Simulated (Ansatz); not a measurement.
Species: CuCl, charge 1, multiplicity 2. SMILES of the parent species: [Cl][Cu]

Atoms: Cu1, Cl2. Bonds: Cu1-Cl2.

Bond lengths (Å) and angles (degrees) optimised at HF/6-31G* with LANL2DZ past Ar with Ansatz (a first-principles code); PBE/6-31G* with LANL2DZ past Ar with Ansatz; B3LYP/LANL2DZ with Ansatz; B3LYP/6-31G* with LANL2DZ past Ar with Ansatz, each started from the B3LYP-D3(BJ)/def2-TZVP structure (Ansatz) of the last column. A row stands for all coordinates that are equal there. 6-31G* holds six Cartesian d functions.

```
coordinate  HF/6-31G* with LANL2DZ past Ar  PBE/6-31G* with LANL2DZ past Ar  B3LYP/LANL2DZ  B3LYP/6-31G* with LANL2DZ past Ar  B3LYP-D3(BJ)/def2-TZVP
----------  ------------------------------  -------------------------------  -------------  ---------------------------------  ----------------------
Cu1-Cl2                              2.537                            2.154          2.243                              2.180                   2.110
```

Mean signed difference of all 1 bond lengths from B3LYP-D3(BJ)/def2-TZVP: HF/6-31G* with LANL2DZ past Ar 0.427 Å, PBE/6-31G* with LANL2DZ past Ar 0.044 Å, B3LYP/LANL2DZ 0.133 Å, B3LYP/6-31G* with LANL2DZ past Ar 0.070 Å.
